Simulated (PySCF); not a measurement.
# What a mistake does to a calculation on C2GeH7N

Calculated results; nothing here was measured. The program is PySCF 2.14.0, an open-source quantum chemistry code, run on an isolated molecule that a program drew, which may never have been made. The molecule is C2GeH7N (charge 0, singlet), drawn as the SMILES string `[CH2]=[GeH][CH2]N`.

Each row is a Hartree-Fock (HF) and frozen-core CCSD(T) single point in the cc-pVDZ basis, meant for a local HF minimum. Run 1 is clean. Each other run has one planted mistake out of seven kinds, and not every kind appears here: one electron removed, one electron added, multiplicity raised by two, geometry at a saddle point, minimal basis STO-3G, one bond length entered in bohr, all coordinates scaled. The reference is restricted for singlets and unrestricted otherwise, and also for a bond in bohr. Adding or removing an electron swaps singlet and doublet. Electrons count all cores. HOMO and LUMO are orbital energies over both spins, the gradient is its largest component, and the lowest frequency (negative if imaginary) is given only where the gradient is small. Bond lengths are over the 10 bonds as drawn. T1 is the CCSD diagnostic: over 0.02 (restricted) or 0.045 (unrestricted) a single reference is doubtful. Germanium has the cc-pVDZ-PP basis, with a core potential (ECP10MDF) in place of its 10 inner electrons, and its 3s, 3p and 3d shells are frozen in CCSD(T).

Geometry of the clean run:
```xyz
11
C2GeH7N, angstrom
C    -1.2080   -0.5398    0.2397
Ge    0.1479    0.2112   -0.5987
C     1.5959    1.1851    0.3284
N     1.4884    1.2550    1.7769
H    -1.3078   -0.4995    1.3177
H    -1.9873   -1.0674   -0.2957
H     0.2686    0.1418   -2.1191
H     1.6395    2.1978   -0.0779
H     2.5462    0.7183    0.0607
H     1.4655    0.3318    2.1757
H     0.6276    1.6992    2.0476
```

| run | electrons | basis functions | <S^2> | HOMO (eV) | LUMO (eV) | gradient (hartree/bohr) | lowest frequency (cm^-1) | mean bond (Å) | longest bond (Å) | T1 | HF (hartree) | CCSD(T) (hartree) | mistake |
|---|---|---|---|---|---|---|---|---|---|---|---|---|---|
| 1 | 58 | 100 | 0.000 | -8.09 | 2.67 | 3.1e-05 | 106 | 1.3081 | 1.976 | 0.0120 | -427.56393 | -428.18571 | no fault |
| 2 | 59 | 100 | 0.774 | 1.26 | 8.83 | 4.3e-02 | - | 1.3081 | 1.976 | 0.0111 | -427.49301 | -428.11922 | one electron added |
| 3 | 58 | 100 | 0.000 | -8.20 | 2.82 | 2.0e-02 | - | 1.2793 | 1.933 | 0.0115 | -427.55834 | -428.17363 | all coordinates scaled |
| 4 | 58 | 100 | 2.031 | -5.61 | 1.03 | 8.9e-02 | - | 1.3081 | 1.976 | 0.0102 | -427.49872 | -428.08057 | multiplicity raised by two |
| 5 | 57 | 100 | 1.145 | -12.33 | -6.06 | 5.1e-02 | - | 1.3081 | 1.976 | 0.0563 | -427.27297 | -427.86336 | ? |
| 6 | 58 | 100 | 1.195 | -7.63 | 2.60 | 3.1e-02 | - | 1.4044 | 2.046 | 0.0649 | -427.43844 | -428.04519 | ? |

**Which mistake was planted in run 5, and what did it cost?**

It counts 57 electrons, one fewer than the clean run, at the same geometry and basis. So the mistake is: one electron removed. Subtracting run 1 and multiplying by 627.51 kcal/mol a hartree, the energy moved by 182.6 kcal/mol in HF and 202.3 kcal/mol in CCSD(T).

**Which mistake was planted in run 6, and what did it cost?**

The mean bond changes by a factor of 1.074 and the longest by 1.035, so the molecule wasn't scaled as a whole. A length L in bohr read as angstrom grows by (1/0.5292 - 1) L = 0.890 L. The 10 bonds together grew by 10 x 0.0963 = 0.963 Å, which gives L = 1.082 Å. That is the length of one of the C-H bonds, 1.083 Å in the clean geometry. So the mistake is: one bond length entered in bohr. Subtracting run 1 and multiplying by 627.51 kcal/mol a hartree, the energy moved by 78.7 kcal/mol in HF and 88.2 kcal/mol in CCSD(T).

Cautions from the logs. Run 2: the HOMO is above zero, so the electron isn't bound and the energy depends on the basis; run 5: T1 is over the limit, so its CCSD(T) energy is less reliable; run 6: T1 is over the limit, so its CCSD(T) energy is less reliable.
